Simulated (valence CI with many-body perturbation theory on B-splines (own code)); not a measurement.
Valence orbitals of Au LXXIV

Level of theory: valence CI with perturbative core correlation (CI+MBPT): four valence electrons over a frozen Dirac-Fock core [He], radial functions for each j: 11 s, 11 p, 10 d, 8 f, 5 g, 2 h, with the one-electron correlation potential Σ1 (screened to all orders), the two-electron term Σ2, the three-electron term Σ3, Breit, model QED; selected single and double excitations, second order for the rest, scaled by the run's own slope (own B-spline code, finite nucleus).

The last digits are not significant, and no measured levels were compared; by estimate large intervals hold to a few tenths of a per cent, small ones and those within an open d or f shell to about a per cent. Among the levels kept, up to 1300 cm⁻¹ of a level comes from second order outside the variational space, and about a tenth of that is noise between levels of different J, which matters for small intervals.

These are the spectroscopic orbitals of the CI (the correlating ones are not listed), shaped by the core and the other valence electrons. h is the expectation value of the core's Dirac-Fock operator, without the valence repulsion; Σ1 is computed up to l = 3 at one energy for each symmetry, that of its lowest orbital but kept below the first core excitation, so for empty shells it is not the orbital's own correlation shift; Breit and QED include the response of the core.

```
Orbital  h (hartree)  Σ1 (cm⁻¹)  Breit (cm⁻¹)  QED (cm⁻¹)  ⟨r⟩ (bohr)
  2s1/2      -841.93      -1659        158500      201276     0.06820
  3s1/2      -363.63       -425         43447       57768      0.1606
  4s1/2      -200.47       -168         17042       23528      0.2942
  5s1/2      -126.55      -83.1          8467       11780      0.4681
  6s1/2      -87.025      -47.1          4803        6710      0.6825
  7s1/2      -63.469      -29.2          2983        4178      0.9372
  2p1/2      -833.82      -4844        320367       13699     0.05583
  3p1/2      -361.37      -1130         84006        2786      0.1492
  4p1/2      -199.56       -437         32741        1064      0.2833
  5p1/2      -126.09       -214         16192         520      0.4579
  6p1/2      -86.763       -121          9165         293      0.6731
  7p1/2      -63.306      -74.9          5687         182      0.9285
  2p3/2      -758.34      -2607         98055       30345     0.06368
  3p3/2       -338.9       -613         27625        8028      0.1604
  4p3/2      -190.16       -239         14039        3253      0.2982
  5p3/2      -121.33       -118          7073        1632      0.4766
  6p3/2      -84.025      -67.0          4051         933      0.6956
  7p3/2      -61.591      -41.7          2535         583      0.9545
  3d3/2      -338.15       -281          2988        -214      0.1350
  4d3/2      -189.85       -123          1650        45.2      0.2734
  5d3/2      -121.17      -63.8           794        50.2      0.4523
  6d3/2      -83.931      -37.1           481        36.9      0.6718
  7d3/2      -61.533      -23.5           310        26.0      0.9314
  3d5/2      -332.05       -228           955        2452      0.1387
  4d5/2      -187.25      -98.7           530        1156      0.2779
  5d5/2      -119.84      -51.1           246         616      0.4578
  6d5/2      -83.163      -29.7           149         363      0.6783
  7d5/2      -61.049      -18.8          96.5         231      0.9389
  4f5/2      -187.17      -21.5          17.3        -299      0.2386
  5f5/2       -119.8      -12.3          14.4        -144      0.4187
  6f5/2      -83.142       -7.5           8.7       -80.1      0.6395
  7f5/2      -61.036       -4.9           6.1       -49.2      0.9006
  4f7/2      -185.93      -19.8           5.2         283      0.2410
  5f7/2      -119.16      -11.2           4.3         155      0.4215
  6f7/2      -82.772       -6.8           2.4        93.0      0.6427
  7f7/2      -60.803       -4.4           1.7        59.8      0.9042
  5g7/2      -119.15                      0.1       -98.4      0.3678
  6g7/2      -82.766                      0.1       -56.8      0.5891
  7g7/2      -60.799                      0.1       -35.7      0.8508
  5g9/2      -118.77                      0.0        78.9      0.3696
  6g9/2      -82.547                      0.0        46.1      0.5911
  7g9/2      -60.662                      0.0        29.2      0.8531
  6h9/2      -82.547                                           0.5236
 6h11/2      -82.402                                           0.5251
```

Among the shells of the start configuration 2s2 2p2, Σ1 is largest in size for 2p1/2, where it is 0.0026 % of h.

Lowest root of each symmetry, sizes in configuration state functions:

```tsv
J	Parity	Roots	Reference	Variational	Second order	Change by selected CI (cm⁻¹)	Change by second order (cm⁻¹)
0	even	20	53	29710	34811	-28671	0
1	even	36	124	31998	144967	-23281	-200
2	even	36	150	31998	261509	-24671	-387
3	even	24	123	31996	307991	-20937	-462
4	even	10	83	31999	194820	-21711	-304
5	even	3	46	28942	84777	-19723	-14
0	odd	15	49	27436	23716	-27656	-1
1	odd	34	127	31996	134442	-32225	-172
2	odd	33	147	31999	237072	-26353	-339
3	odd	19	122	31997	233362	-23139	-383
4	odd	7	82	31995	156915	-21043	-140
5	odd	1	45	17272	66050	-27577	-11
```
